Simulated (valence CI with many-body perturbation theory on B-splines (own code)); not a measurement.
The numbers below are computed, except where a source is named.
Hyperfine factors and g values of Cs XXII

Level of theory: relativistic CI+MBPT: six valence electrons over a frozen Dirac-Fock core [Ar] 3d10, a basis of 9 s, 9 p, 8 d, 6 f, 3 g, 1 h functions for each j, with the one-electron correlation potential Σ1, the two-electron term Σ2, the three-electron term Σ3, Breit, model QED; selected CI, second order for the rest, scaled by the run's own slope (own B-spline code, finite nucleus).

No measured spectrum was set against this ion. As an estimate, levels hold to about 250 cm⁻¹ or 0.2 % of their energy and the worst to 1 %, as in measured heavy ions of charge 2 to 7; those with d or f electrons hold less well. Among the levels kept, up to 970 cm⁻¹ of a level comes from second order outside the variational space, and about a tenth of that is noise between levels of different J, which matters for small intervals.

A/g_I is the dipole constant over the nuclear g factor μ/I (μ in nuclear magnetons, uniformly magnetised nucleus), B/Q the quadrupole constant per barn. Both hold the static response of the core; the bare values leave it out. Large factors of s and p1/2 electrons are usually good to 5 to 10 %; those of open d and f shells near neutrality can be off by tens of per cent, and small factors of p3/2, d and f electrons come from cancelling terms and can be off by a factor of two or in sign, in half-filled shells by more. B is blank for J = 1/2, where it vanishes, and for nearly pure S terms. Energies count from the lowest level. Levels with J = 0 are left out.

Levels are named by their leading jj configuration (3d3/2^4 stands for four electrons in 3d with j = 3/2), which in mixed levels can hold well under half, so a name can repeat and another be missing. Letters in brackets count levels of one name in rising energy.

```csv
Level,E (cm⁻¹),g,A/g_I (MHz),A/g_I bare,B/Q (MHz/b),B/Q bare
(4s^2 4p1/2^2 4p3/2^2) J=2,0,1.377,14700,13900,8610,8180
(4s^2 4p1/2 4p3/2^3) J=1,134570,1.500,-5470,-5420,-14300,-13600
(4s^2 4p1/2 4p3/2^3) J=2,158420,1.120,36000,34400,-37300,-35400
(4s 4p1/2^2 4p3/2^3) J=2,565660,1.497,82400,78700,-26300,-25000
(4s 4p1/2^2 4p3/2^3) J=1,610210,1.328,-22400,-21400,2150,2050
(4s^2 4p1/2^2 4p3/2 4d3/2) J=2,699980,1.060,10400,9920,-2370,-2250
(4s^2 4p1/2^2 4p3/2 4d3/2) J=3,708470,1.252,8580,8230,13600,13000
(4s^2 4p1/2^2 4p3/2 4d3/2) J=1,720820,1.345,16300,15700,-8290,-7880
(4s^2 4p1/2^2 4p3/2 4d5/2) J=4,731790,1.339,5700,5460,17000,16200
(4s 4p1/2 4p3/2^4) J=1,749970,1.173,132000,127000,-13200,-12500
(4s^2 4p1/2^2 4p3/2 4d5/2) J=2,752570,1.308,5020,4910,-12300,-11700
(4s^2 4p1/2^2 4p3/2 4d5/2) J=3,785560,1.081,6810,6590,18200,17300
(4s^2 4p1/2^2 4p3/2 4d5/2) J=1,808180,0.792,6390,6410,1580,1500
(4s^2 4p1/2 4p3/2^2 4d3/2) J=2 [a],818860,0.987,23400,22400,-22500,-21400
(4s^2 4p1/2 4p3/2^2 4d3/2) J=3 [a],831600,1.138,20500,19600,-12800,-12200
(4s^2 4p1/2 4p3/2^2 4d3/2) J=1 [a],833900,0.703,16900,16300,-6150,-5850
(4s^2 4p1/2 4p3/2^2 4d5/2) J=3 [a],845120,1.274,-548,-474,9190,8730
(4s^2 4p1/2 4p3/2^2 4d5/2) J=4 [a],850580,1.192,10600,10200,10100,9570
(4s^2 4p1/2 4p3/2^2 4d3/2) J=4,859020,1.179,12300,11800,15500,14800
(4s^2 4p1/2 4p3/2^2 4d5/2) J=4 [b],876910,1.125,18700,17900,-4280,-4060
(4s^2 4p1/2 4p3/2^2 4d3/2) J=2 [b],882150,0.909,26100,25100,13900,13200
(4s^2 4p1/2 4p3/2^2 4d5/2) J=5,884780,1.199,17100,16400,5780,5500
(4s^2 4p1/2 4p3/2^2 4d5/2) J=1 [a],902310,1.259,17000,16500,4140,3940
(4s^2 4p1/2 4p3/2^2 4d5/2) J=2 [a],922610,1.249,-6610,-6120,23100,21900
(4s^2 4p1/2 4p3/2^2 4d3/2) J=2 [c],929450,1.205,12400,11900,8590,8160
(4s^2 4p1/2 4p3/2^2 4d5/2) J=3 [b],938560,1.128,17100,16500,12000,11400
(4s^2 4p1/2 4p3/2^2 4d5/2) J=3 [c],943520,1.173,11700,11200,2250,2140
(4s^2 4p1/2 4p3/2^2 4d3/2) J=1 [b],948230,1.278,14300,13500,-11200,-10600
(4s^2 4p1/2 4p3/2^2 4d5/2) J=2 [b],952190,1.131,21400,20500,518,478
(4s^2 4p1/2 4p3/2^2 4d5/2) J=1 [b],968500,1.599,22100,21200,1470,1400
(4s^2 4p1/2 4p3/2^2 4d3/2) J=3 [b],969170,1.112,13200,12700,3100,2970
(4s^2 4p1/2 4p3/2^2 4d3/2) J=1 [c],1000800,0.903,-5540,-5020,4210,4010
(4s^2 4p1/2 4p3/2^2 4d5/2) J=2 [c],1006800,1.146,621,622,-14900,-14100
```

Question: Take the isotope of mass number 134, with I = 4, μ = 2.9893 μN and Q = 0.37 b. What is the hyperfine structure of (4s^2 4p1/2^2 4p3/2 4d3/2) J=1?

Answer: From the table A = 12200 MHz, B = -3070 MHz. Shifts from the centre of gravity in MHz: F = 3: -62500, F = 4: -10100, F = 5: 48000.
